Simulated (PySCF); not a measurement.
Isomers of C8H12, mass 108.094 u with the commonest isotopes. Method used: PBE0/pcSseg-1 in PySCF (dipole) on a GFN2-xTB geometry, gas phase. One conformer each, none proved a minimum here; rigid rotors.

**Question.** Order these by out-of-plane moment Σ m c² = (Ia + Ib − Ic)/2, largest first.
A. `C1=C[C@H]2CC[C@@H]1CC2`
B. `C1(C(C)(C)C)C(C=1)=C`
C. `[CH2:1]=[CH:2][CH2:3][CH2:4][C:5](=[CH2:6])[CH:7]=[CH2:8]` with C1–C2–C3–C4 -118°, C2–C3–C4–C5 -179°, C3–C4–C5–C6 100°, C4–C5–C7–C8 -2°
D. `[CH3:1][C:2]1=[CH:3][CH2:4][CH:5]=[CH:6][C@H:7]1[CH3:8]` with C2–C3–C4–C5 19°, C3–C4–C5–C6 -18°, C5–C6–C7–C8 -99°, C1–C2–C7–C6 158°

**Answer.** A (94.38 u·Å²), B (55.16 u·Å²), D (33.29 u·Å²), C (15.58 u·Å²).

**Question.** Order these by rotational constant B, largest first.
A. `[CH3:1][C:2]1=[CH:3][CH2:4][CH:5]=[CH:6][C@H:7]1[CH3:8]` with C2–C3–C4–C5 19°, C3–C4–C5–C6 -18°, C5–C6–C7–C8 -99°, C1–C2–C7–C6 158°
B. `[CH2:1]=[CH:2][CH2:3][CH2:4][C:5](=[CH2:6])[CH:7]=[CH2:8]` with C1–C2–C3–C4 -118°, C2–C3–C4–C5 -179°, C3–C4–C5–C6 100°, C4–C5–C7–C8 -2°
C. `C1=C[C@H]2CC[C@@H]1CC2`
D. `C=C1C=C1C(C)(C)C`

**Answer.** C (2558 MHz), A (2087 MHz), D (1424 MHz), B (1142 MHz).

**Question.** Order these by radius of gyration √(Σ m r²/M), smallest first.
A. `[CH2:1]=[CH:2][CH2:3][CH2:4][C:5](=[CH2:6])[CH:7]=[CH2:8]` with C1–C2–C3–C4 -118°, C2–C3–C4–C5 -179°, C3–C4–C5–C6 100°, C4–C5–C7–C8 -2°
B. `C=C1C=C1C(C)(C)C`
C. `C1=C[C@H]2CC[C@@H]1CC2`
D. `[CH3:1][C:2]1=[CH:3][CH2:4][CH:5]=[CH:6][C@H:7]1[CH3:8]` with C2–C3–C4–C5 19°, C3–C4–C5–C6 -18°, C5–C6–C7–C8 -99°, C1–C2–C7–C6 158°

**Answer.** C (1.656 Å), D (1.896 Å), B (2.042 Å), A (2.305 Å).

```
                SMILES  point group  Ia (u·Å²)  Ib (u·Å²)  Ic (u·Å²)      κ  μa (D)  μb (D)  μc (D)
      C=C1C=C1C(C)(C)C           Cs     150.81     354.90     395.38  -0.86    2.24    0.88    0.00
         C=CCCC(=C)C=C           C1     147.43     442.50     558.77  -0.81    0.08    0.15    0.04
C1=C[C@H]2CC[C@@H]1CC2          C2v     193.12     197.56     201.93  -0.03    0.00    0.00    0.27
      CC1=CCC=C[C@H]1C           C1     179.77     242.13     355.32  -0.04    0.21    0.08    0.15
```
